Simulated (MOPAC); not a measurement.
MOPAC input (AM1):

```
AM1 FORCE THERMO(298,298) PRECISE LET UHF MS=0.5 GEO-OK AUX(PRECISION=9) THREADS=1
C4H5GeS

Ge    1.72488983 1   -0.22528013 1    0.04713957 1
C    -0.16931580 1   -0.10802142 1   -0.11130712 1
C    -0.98502590 1   -1.10200999 1   -0.62618075 1
C    -2.36070197 1   -0.71679874 1   -0.61283484 1
C    -2.52919316 1    0.55194949 1   -0.08877507 1
S    -1.06614106 1    1.22149803 1    0.35849973 1
H     2.42618652 1   -1.51722681 1   -0.43124949 1
H     2.47797095 1    0.98581954 1    0.64823780 1
H    -0.64336911 1   -2.06899351 1   -1.00214359 1
H    -3.16532559 1   -1.35865016 1   -0.97598862 1
H    -3.48138703 1    1.06563445 1    0.02623915 1
```

Output:

```
 *******************************************************************************
 **                                                                           **
 **                              MOPAC v23.2.5                                **
 **                                                                           **
 *******************************************************************************
 ** MOPAC's Digital Object Identifier: https://doi.org/10.5281/zenodo.6511958 **
 **                                                                           **
 ** Please cite the open-source release paper for use of this MOPAC version:  **
 ** J. E. Moussa and J. J. P. Stewart (2026)                                  **
 ** MOPAC: An open-source semiempirical molecular orbital program             **
 ** J. Open Source Softw., 11(119), 8025, https://doi.org/10.21105/joss.08025 **
 *******************************************************************************

                              AM1 CALCULATION RESULTS

 *******************************************************************************
 *  AM1        - The AM1 Hamiltonian to be used
 *  GEO-OK     - OVERRIDE INTERATOMIC DISTANCE AND OTHER SAFETY CHECKS
 *  UHF        - UNRESTRICTED HARTREE-FOCK CALCULATION
 *  MS=        - IN MECI, MAGNETIC COMPONENT OF SPIN =  0.5
 *  LET        - OVERRIDE SOME SAFETY CHECKS
 *  PRECISE    - TIGHTER CRITERIA TO BE USED
 *  FORCE      - FORCE CALCULATION SPECIFIED
 *  AUX        - OUTPUT AUXILIARY INFORMATION
 *  THERMO     - THERMODYNAMIC QUANTITIES TO BE CALCULATED
 *******************************************************************************
AM1 FORCE THERMO(298,298) PRECISE LET UHF MS=0.5 GEO-OK AUX(PRECISION=9) THREADS=1
 C4H5GeS

   ATOM   CHEMICAL          X               Y               Z
  NUMBER   SYMBOL      (ANGSTROMS)     (ANGSTROMS)     (ANGSTROMS)

     1      Ge          1.72488983  *  -0.22528013  *   0.04713957  *
     2       C         -0.16931580  *  -0.10802142  *  -0.11130712  *
     3       C         -0.98502590  *  -1.10200999  *  -0.62618075  *
     4       C         -2.36070197  *  -0.71679874  *  -0.61283484  *
     5       C         -2.52919316  *   0.55194949  *  -0.08877507  *
     6       S         -1.06614106  *   1.22149803  *   0.35849973  *
     7       H          2.42618652  *  -1.51722681  *  -0.43124949  *
     8       H          2.47797095  *   0.98581954  *   0.64823780  *
     9       H         -0.64336911  *  -2.06899351  *  -1.00214359  *
    10       H         -3.16532559  *  -1.35865016  *  -0.97598862  *
    11       H         -3.48138703  *   1.06563445  *   0.02623915  *

          CARTESIAN COORDINATES

    NO.       ATOM           X           Y           Z

     1        Ge          1.7249     -0.2253      0.0471
     2         C         -0.1693     -0.1080     -0.1113
     3         C         -0.9850     -1.1020     -0.6262
     4         C         -2.3607     -0.7168     -0.6128
     5         C         -2.5292      0.5519     -0.0888
     6         S         -1.0661      1.2215      0.3585
     7         H          2.4262     -1.5172     -0.4312
     8         H          2.4780      0.9858      0.6482
     9         H         -0.6434     -2.0690     -1.0021
    10         H         -3.1653     -1.3587     -0.9760
    11         H         -3.4814      1.0656      0.0262

[...]
 VIBRATION         23   15A'          ATOM PAIR      ENERGY CONTRIBUTION    RADIAL
 FREQUENCY          1925.51         Ge 1 -- H  8         +57.9% ( 76.1%)     99.3%
 TRANSITION DIPOLE   0.1448         Ge 1 -- H  7         +42.0% ( 64.8%)     98.7%
 TRAVEL (Ang.)       0.2613
 REDUCED MASS        0.5129
 EFFECTIVE MASS      1.1164
 FORCE CONSTANT      1.1204

 VIBRATION         24   16A'          ATOM PAIR      ENERGY CONTRIBUTION    RADIAL
 FREQUENCY          1939.25         Ge 1 -- H  7         +57.9% ( 76.2%)     99.5%
 TRANSITION DIPOLE   0.2875         Ge 1 -- H  8         +42.0% ( 64.9%)     99.0%
 TRAVEL (Ang.)       0.2566
 REDUCED MASS        0.5281
 EFFECTIVE MASS      1.3598
 FORCE CONSTANT      1.1702

 VIBRATION         25   17A'          ATOM PAIR      ENERGY CONTRIBUTION    RADIAL
 FREQUENCY          3237.86         C  3 -- H  9         +81.8% ( 92.8%)    100.0%
 TRANSITION DIPOLE   0.4298         C  4 -- H 10         +13.3% ( 37.4%)    100.0%
 TRAVEL (Ang.)       0.1719         C  3 -- C  4          +1.2% ( 11.1%)      7.1%
 REDUCED MASS        0.7052         C  3 -- S  6          +1.1% ( 10.7%)     91.7%
 EFFECTIVE MASS      1.4484
 FORCE CONSTANT      4.3557

 VIBRATION         26   18A'          ATOM PAIR      ENERGY CONTRIBUTION    RADIAL
 FREQUENCY          3245.85         C  4 -- H 10         +70.5% ( 85.6%)    100.0%
 TRANSITION DIPOLE   0.6804         C  5 -- H 11         +15.5% ( 40.1%)    100.0%
 TRAVEL (Ang.)       0.1974         C  3 -- H  9         +10.4% ( 32.8%)    100.0%
 REDUCED MASS        0.5331         C  3 -- C  4          +1.1% ( 10.9%)     67.8%
 EFFECTIVE MASS      1.4486
 FORCE CONSTANT      3.3093

 VIBRATION         27   19A'          ATOM PAIR      ENERGY CONTRIBUTION    RADIAL
 FREQUENCY          3258.51         C  5 -- H 11         +81.5% ( 91.5%)    100.0%
 TRANSITION DIPOLE   0.7864         C  4 -- H 10         +12.4% ( 35.7%)    100.0%
 TRAVEL (Ang.)       0.1756         C  3 -- H  9          +3.1% ( 17.8%)    100.0%
 REDUCED MASS        0.6711         C  4 -- C  5          +1.4% ( 11.8%)     78.0%
 EFFECTIVE MASS      1.4943
 FORCE CONSTANT      4.1982

      SYMMETRY NUMBER FOR POINT-GROUP Cs  =  1

          SYSTEM IS A GROUND STATE

 C4H5GeS

          MOLECULE IS NOT LINEAR

          THERE ARE 27 GENUINE VIBRATIONS IN THIS SYSTEM
          THIS THERMODYNAMICS CALCULATION IS LIMITED TO
          MOLECULES WHICH HAVE NO INTERNAL ROTATIONS

                    CALCULATED THERMODYNAMIC PROPERTIES
                                          *
   TEMP. (K)   PARTITION FUNCTION   H.O.F.    ENTHALPY  HEAT CAPACITY ENTROPY
                                   KCAL/MOL   CAL/MOLE    CAL/K/MOL  CAL/K/MOL

 298.00  VIB.     0.4066D+02                  2860.3796    19.4761    16.9617
         ROT.     0.3665D+06                   888.2803     2.9808    28.4405
         INT.     0.1490D+08                  3748.6599    22.4569    45.4022
         TRA.     0.1915D+28                  1480.4672     4.9680    41.0742
         TOT.                       54.114    5229.1270    27.4249    86.4765

   *: NOTE: HEATS OF FORMATION ARE RELATIVE TO THE
            ELEMENTS IN THEIR STANDARD STATE AT 298K
              (=  Standard Enthalpy of Formation).

            Hvib:  Zero-point energy is not included.
                   frequencies of less than zero cm-1 are not included.
            Hrot = (3/2)RT
            Htra = (3/2)RT + pV = (5/2)RT

            Heat capacity is Cp, not Cv

          For more information, see: HTTP://OpenMOPAC.net/Manual/thermochemistry.html

           FORCE CONSTANT IN CARTESIAN COORDINATES (Millidynes/A)

    ATOM   CHEMICAL       X               Y               Z
   NUMBER   SYMBOL  FORCE CONSTANT  FORCE CONSTANT  FORCE CONSTANT

      1      Ge        3.832666        3.956604        0.139104
      2       C        7.904206        7.369451        1.349481
      3       C       10.050762       13.029603        2.184660
      4       C       11.328877       12.201951        2.173082
      5       C        9.010360       10.510757        1.852435
      6       S        4.159992        5.061969        0.646602
      7       H        0.620998        1.728379        0.011642
      8       H        0.603642        1.739826        0.009636
      9       H        1.348627        5.239509        0.342880
     10       H        3.425501        3.185124        0.351280
     11       H        4.766589        1.801646        0.340326

 **********************
 *                    *
 * JOB ENDED NORMALLY *
 *                    *
 **********************

 == MOPAC DONE ==
```
